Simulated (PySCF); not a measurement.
Unknowns

- σ from GIAO-PBE0/pcSseg-1
- coordinates at the GFN2-xTB level
- B3LYP/pcJ-1 coupling constants (spin–dipole term left out of most H,H and C,H couplings)
- run in PySCF 2.14.0 with density-fitted response routines
- single conformer, relativity neglected, fast rotation and ring inversion assumed for equivalent nuclei, no solvent

Scale: TMS for $^{1}$H, $^{13}$C (reference shieldings calculated alike). Multiplet labels drop J under 1 Hz and among equivalent protons, and merge close values. Unscaled 3J(H,H) run several per cent high. Where no couplings were computed, multiplicities follow the n + 1 count of equivalent neighbours, and m marks all less simple cases (inequivalent or close neighbours, rings, F or P nearby). One-bond C–F couplings are unscaled and too large by tens of Hz. Shifts are as computed. Against solution values, carbons near 30 ppm lie about +3 ppm off and those near 130 ppm about +5 ppm. Of 1211 compounds with measured shifts, 218 miss one by over three times the rms of a fit or turn the order of signals round; such compounds aren't used in these exercises.

(1) C7H8O2. $^{1}$H NMR (400 MHz, computed): δ 8.18 (s, 1H), 6.01 (m, 1H), 5.87 (br s, 1H), 5.82 (br s, 1H), 5.64 (br s, 1H), 5.33 (br s, 1H), 3.07 (m, 1H), 3.01 (m, 1H). $^{13}$C{$^{1}$H} NMR (computed): δ 165.9, 157.1, 149.7, 116.9, 113.4, 70.0, 37.8. Identify the compound.

(2) C6H4FNO. $^{1}$H NMR (400 MHz, computed): δ 10.45 (dd, J = 8.9, 1.1 Hz, 1H), 7.95 (ddd, J = 3.4, 3.0, 1.2 Hz, 1H), 5.82 (ddd, J = 20.8, 8.9, 1.2 Hz, 1H), 3.79 (dd, J = 3.0, 1.2 Hz, 1H). $^{13}$C{$^{1}$H} NMR (computed): δ 193.3 (CH, d, J = 2.2 Hz), 174.2 (C, d, J = 394.7 Hz), 148.8 (CH, d, J = 17.6 Hz), 119.1 (CH, d, J = 14.6 Hz), 105.7 (CH), 87.6 (C). Identify the compound.

(3) C3H12N2Si3. $^{1}$H NMR (300 MHz, computed): δ 5.39 (m, 1H), 3.73 (m, 3H), 3.46 (m, 1H), 3.39 (m, 1H), 2.67 (s, 6H). $^{13}$C{$^{1}$H} NMR (computed): δ 125.9 (C), 42.7 (CH3). Identify the compound.

## Answers

(1) SMILES C=C1C(=C)C[C@@H]1OC=O. The formula gives 4 degrees of unsaturation (1 ring in the answer). 7 carbon signals for 7 carbons: no two carbons are equivalent. Carbon types of the structure: 2 × C, 2 × CH, 3 × CH2, which accounts for all hydrogens. δC 165.9: ester carbonyl carbon; it is a carbonyl in resonance with an O or N lone pair, the region of acids, esters and amides. δC 157.1, 149.7: fully substituted alkene carbon; as expected for a trigonal carbon in a double bond. δC 116.9, 113.4: terminal =CH2 carbon; as expected for a trigonal carbon in a double bond. δC 70.0: allylic sp3 CH bonded to O; the inductive effect lowers its shielding.

The shifts were computed for this structure.

(2) SMILES C(/C#C)=N\C(F)=C\C=O. The formula gives 5 degrees of unsaturation (no ring in the answer). 6 carbon signals for 6 carbons: no two carbons are equivalent. Carbon types of the structure: 2 × C, 4 × CH, which accounts for all hydrogens. δC 193.3: aldehyde carbonyl carbon; low-lying n→π* states of the double bond to the heteroatom give a large paramagnetic term (-254 ppm). δC 174.2: β carbon of a C=C–C=O unit; conjugation with the carbonyl draws π density from the β position. δC 119.1: α carbon of a C=C–C=O unit; as expected for a trigonal carbon in a double bond. δC 87.6: alkyne carbon; sp carbons lie upfield of alkene carbons because the cylindrical π system leaves one tensor component strongly shielded. The protons at 5.82 and 10.45 share a coupling of 8.9 Hz (vicinal).

This is the structure that produced the data.

(3) `CN(C)[Si@@H](C#N)[SiH2][SiH3]`. Rings plus π bonds: 2 (no ring in the answer). 2 carbon signals for 3 carbons: some carbons are equivalent by symmetry or fast rotation. Carbon types of the structure: 1 × C, 2 × CH3, leaving 6 H on heteroatoms. δC 125.9: nitrile carbon; C≡N carbons fall here, among the sp2 signals but without a proton. δC 42.7: methyl carbon bonded to N; pulled downfield by the heteroatom. δH 3.46, 3.39: hydrogen on a silicon bonded to 2 Si. δH 2.67: hydrogen on a methyl carbon bonded to N; its carbon carries N, which withdraws density.

This is the structure that produced the data.
